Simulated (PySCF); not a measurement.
Se(NH2)(OSiH3) (H5NOSeSi), SMILES N[Se]O[SiH3]. The structure is a stationary point at PBE-D3(BJ)/def2-SVP. This is a generated structure with no PubChem entry under its InChIKey; it may be hypothetical. The values are those of a single conformer.

Problem. Give the equilibrium geometry at PBE-D3(BJ)/def2-SVP (PySCF confirms it by a frequency run) as bond lengths and angles. (Estimate from the structure and the level; the computed values follow.)

Solution. One answer among several that fit: 
Atoms: Se1 N2 H3 H4 O5 Si6 H7 H8 H9. Bonds (Å): Se1–N2 1.805, Se1–O5 1.879, N2–H3 1.026, N2–H4 1.026, O5–Si6 1.695, Si6–H7 1.506, Si6–H8 1.503, Si6–H9 1.511. Bond angles (°): N2–Se1–O5 105.4, Se1–N2–H3 115.9, Se1–N2–H4 116.4, H3–N2–H4 112.3, Se1–O5–Si6 114.9, O5–Si6–H7 112.4, O5–Si6–H8 106.1, O5–Si6–H9 111.2, H7–Si6–H8 109.8, H7–Si6–H9 108.3, H8–Si6–H9 108.9.
Charge 0, spin multiplicity 1.
